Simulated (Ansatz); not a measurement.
`C[SiH2][AlH][O][SiH3]` and `C[SiH2]BO[SiH3]` differ in one element.

Ansatz, PBE0-D4/def2-TZVP geometries, multiplicity 1. Each molecule was computed in one conformer, which needn't be the lowest.

```
                                        property  `C[SiH2][AlH][O][SiH3]`
               LUMO energy (PBE/def2-TZVPP) / eV                    -2.23
size of the dipole moment (B3LYP/def2-TZVPP) / D                     0.73
  size of the dipole moment (PBE/def2-TZVPP) / D                     0.80
               HOMO energy (PBE/def2-TZVPP) / eV                    -6.15
           HOMO energy (ωB97M-V/def2-TZVPP) / eV                    -9.28
              HOMO energy (PBE0/def2-TZVPP) / eV                    -7.27
```

(1) Give the same properties after the change, and the shifts. (An estimate is asked.)

Answers

(1) Computed: 
```csv
property,`C[SiH2]BO[SiH3]`,shift
LUMO energy (PBE/def2-TZVPP) / eV,-2.14,0.09
size of the dipole moment (B3LYP/def2-TZVPP) / D,1.25,0.52
size of the dipole moment (PBE/def2-TZVPP) / D,1.22,0.42
HOMO energy (PBE/def2-TZVPP) / eV,-6.13,0.02
HOMO energy (ωB97M-V/def2-TZVPP) / eV,-9.56,-0.28
HOMO energy (PBE0/def2-TZVPP) / eV,-7.38,-0.11
```

With PBE0 the HOMO falls by 0.11 eV and the LUMO rises by 0.30 eV, so the gap widens by about 0.41 eV. PBE moves the HOMO by 0.02 eV and ωB97M-V by -0.28 eV. Dipoles are sizes alone; their direction can turn.

B3LYP here is the variant with VWN-RPA as its local correlation; programs differ in this.
